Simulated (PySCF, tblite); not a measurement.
C2H6F2O2Si.
Numbering: `[CH3:1][O:2][Si:3]([F:4])([F:5])[O:6][CH3:7]` (hydrogens: H8, H9, H10 on C1; H11, H12, H13 on C7)

Jobs on this species (13 atoms, 66 electrons) with PySCF (density fitting) and tblite. Hardware of each: Arm Neoverse N1, one thread, on a shared host. The host was shared with other jobs, so the times are rough.

Question: Rank these jobs by wall time, shortest first.
A. CAM-B3LYP/def2-SVPD; 8 singlets by full TDDFT, 3 Tamm–Dancoff triplets, polarisability; 204 basis functions
B. PBE0/pcSseg-1; shieldings, charges and field gradients, density and orbital grids written; 156 basis functions
C. GFN2-xTB; Hessian by finite differences
D. GFN2-xTB; L-BFGS relaxation

Answer: C (0.56 s), D (0.96 s), B (42 s), A (78 s).

All jobs:

| level and settings | work | basis functions | SCF cycles | wall time |
| --- | --- | --- | --- | --- |
| GFN2-xTB | Hessian by finite differences | – | – | 0.56 s |
| GFN2-xTB | L-BFGS relaxation | – | – | 0.96 s |
| PBE0/pcSseg-1 | shieldings, charges and field gradients, density and orbital grids written | 156 | 12 | 42 s |
| CAM-B3LYP/def2-SVPD | 8 singlets by full TDDFT, 3 Tamm–Dancoff triplets, polarisability | 204 | 13 | 78 s |

Q: What do all jobs in the table cost together?

A: About 2.0 min; the longest takes about 64 % of that, and about 140 times as long as the shortest.
